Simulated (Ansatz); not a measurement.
AsAsAsSb tetrahedron (SbAs₃). Total charge 0; singlet. Geometry relaxed at PBE0-D4/def2-SVP.

```xyz
4

As    1.0826    0.9831    0.3951
As   -0.4064   -0.7535    1.2497
As    0.6220   -1.0014   -0.9513
Sb   -1.2982    0.7718   -0.6934
```

In the def2 sets Sb takes a core potential; there is no spin–orbit coupling.

Problem. Estimate the harmonic wavenumbers at RKS PBE0-D4/def2-SVP (Ansatz, unscaled). Is this a minimum?

Solution. 194, 194, 231, 259, 259, 344 cm⁻¹. Yes, no mode is imaginary beyond noise. Zero-point energy 8.9 kJ/mol. Run time 2 min (4 threads of Intel Xeon on a shared host).
